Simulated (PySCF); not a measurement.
H4O4P (SMILES O=P(O)(O)[OH2+]), charge +1, singlet, geometry from GFN2-xTB. Base run: DF-HF/STO-3G (PySCF).

Input for PySCF:
```python
from pyscf import gto, scf

mol = gto.M(
    atom='''
O     0.35340302    1.40601937   -0.68702545
P    -0.14892471    0.22206164   -0.05069727
O    -0.43612894    0.14285940    1.46560672
O    -1.14891758   -0.74359101   -0.70983484
O     1.29229882   -0.97642049   -0.05329354
H    -0.39084752    0.98346028    1.92529065
H    -1.32370569   -0.58065029   -1.63908503
H     2.17992160   -0.58838213   -0.15370842
H     1.28325968   -1.77629082    0.50433873
''',
    basis='sto-3g',
    charge=1,
    verbose=4,
)

mf = scf.RHF(mol)
mf = mf.density_fit(auxbasis='def2-universal-jkfit')
mf.kernel()
mf.analyze()
```

Variants of this job, named by their change:

```
change                 basis functions      E (Eh)  HOMO (eV)  HOMO-LUMO gap (eV)
---------------------  ---------------  ----------  ---------  ------------------
base                                33  -634.28927     -15.24               16.94
basis = LANL2DZ                     52  -307.68455     -19.65               17.31
basis = pcseg-0                     57  -640.84379     -19.55               17.26
basis = def2-SV(P)                  82  -641.92668     -19.29               17.26
basis = def2-SVP                    94  -641.97155     -19.23               17.26
basis = pc-1                        94  -642.22227     -19.38               16.97
basis = cc-pV(D+d)Z                 99  -642.35706     -19.09               17.12
basis = 6-311G**                   122  -642.41338     -19.25               16.78
basis = 6-311+G(2d,p)              167  -642.45398     -19.25               16.02
basis = pcseg-2                    210  -642.49593     -19.24               16.23
basis = cc-pVTZ                    210  -642.49313     -19.15               16.64
basis = cc-pV(T+d)Z                215  -642.50829     -19.17               16.66
basis = def2-TZVPD                 239  -642.51274     -19.21               15.90
```

Totals compare only among sets that treat the same electrons; sets with core potentials leave the core out.
